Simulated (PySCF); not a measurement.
C2H12OSi3.

```xyz
18

C     -1.8169    -2.3892     0.9022
O     -1.7042    -1.0058     0.6625
Si    -0.5060    -0.3068    -0.2774
Si    -1.0330     1.9785    -0.3501
C      1.2055    -0.6093     0.4567
Si     2.6244     0.3318    -0.3588
H     -2.7459    -2.5782     1.4627
H     -0.9719    -2.7757     1.5032
H     -1.8603    -2.9706    -0.0389
H     -0.5314    -0.9109    -1.6495
H     -2.4590     2.1797    -0.7409
H     -0.8033     2.6015     0.9881
H     -0.1629     2.6731    -1.3463
H      1.4296    -1.6899     0.4080
H      1.1775    -0.3321     1.5254
H      2.6437     0.0782    -1.8297
H      2.4525     1.7976    -0.1389
H      3.9391    -0.0846     0.2117
```

The structure is a stationary point at B3LYP-D3(BJ)/def2-SVP. The structure was generated by enumeration; whether it is a known compound was not checked. Other conformers were not sampled.

Calculation: PBE/pcSseg-1 in PySCF. Non-relativistic, no solvent.

Computed absolute GIAO shielding of each atom: isotropic value and principal components (ppm):
```tsv
atom	σ(iso)	σ11	σ22	σ33	span
C1	123.4	91.3	99.4	179.6	88.3
O2	303.8	237.6	320.7	353.1	115.4
Si3	327.7	259.5	313.2	410.5	151.0
Si4	449.5	442.6	451.2	454.7	12.1
C5	185.2	173.1	186.2	196.5	23.4
Si6	413.2	385.3	399.0	455.4	70.1
H7	27.3	23.1	24.9	33.9	10.8
H8	27.4	22.9	25.8	33.5	10.6
H9	27.7	24.3	24.9	33.9	9.6
H10	25.8	23.1	24.8	29.4	6.3
H11	27.8	24.5	25.5	33.3	8.7
H12	27.8	24.9	26.1	32.4	7.4
H13	27.8	24.3	26.8	32.3	8.0
H14	30.5	24.9	29.4	37.1	12.2
H15	31.1	26.8	29.2	37.3	10.5
H16	27.4	24.3	25.8	32.2	7.9
H17	27.4	23.6	27.0	31.5	8.0
H18	27.1	23.7	24.8	32.9	9.2
```
